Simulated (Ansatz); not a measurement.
`F[CH2][GeH3]` + H₂S → `[SH][GeH3]` + `CF` at 500 K and 1 bar (ligand exchange at a Ge–C bond).

Computed with Ansatz on PBE0-D4/def2-TZVP structures; ΔE is electronic, products minus reactants. CCSD(T)/CBS adds triple-zeta CCSD(T) − MP2 to the extrapolated MP2 energy (def2 sets, frozen cores). This one scheme is used for every species. For Ge outer-core shells are correlated without core-valence functions, which leaves a few kJ/mol of doubt a bond. Scalar relativity is left out up to krypton.

```json
{"species": "`F[CH2][GeH3]`", "CCSD(T)/CBS energy (Eh)": "-2216.93494", "H − E (kJ/mol)": "172.4", "S (J/(mol·K))": "348.2"}
{"species": "H₂S", "CCSD(T)/CBS energy (Eh)": "-398.97279", "H − E (kJ/mol)": "57.0", "S (J/(mol·K))": "224.0"}
{"species": "`[SH][GeH3]`", "CCSD(T)/CBS energy (Eh)": "-2476.30083", "H − E (kJ/mol)": "114.8", "S (J/(mol·K))": "326.3"}
{"species": "`CF`", "CCSD(T)/CBS energy (Eh)": "-139.63461", "H − E (kJ/mol)": "122.2", "S (J/(mol·K))": "244.8"}
```

H − E and S are ideal-gas, rigid-rotor, harmonic terms from PBE0-D4/def2-TZVP. 1 Eh = 2625.50 kJ/mol, R = 8.31446 J/(mol·K).

Q: By hand: ΔE, ΔH, ΔS and ΔG.

A: ΔE = (-2476.30083) + (-139.63461) − (-2216.93494) − (-398.97279) = -0.02771 Eh = -72.8 kJ/mol. Δ(H − E) = 114.8 + 122.2 − 172.4 − 57.0 = 7.6, so ΔH = -65.2 kJ/mol. ΔS = 326.3 + 244.8 − 348.2 − 224.0 = -1.1 J/(mol·K). ΔG = -65.2 − 500 × (-1.1)/1000 = -64.7 kJ/mol.

Q: By hand: the equilibrium constant, and the temperature at which ΔG would vanish if ΔH and ΔS stayed fixed.

A: log₁₀ K = −ΔG/(RT ln 10) = 6.8. ΔG = 0 at ΔH/ΔS = 59273 K, far beyond where these terms or the molecules hold.

The number of gas molecules stays the same, so ΔS is small and ΔH decides. A doubt of 5 kJ/mol in ΔE shifts log₁₀ K by 0.5 here. These are equilibria of isolated gas molecules and say nothing of rates. Largest T1 diagnostic: 0.011 (customary marks: 0.02 for closed shells, 0.045 for open ones).
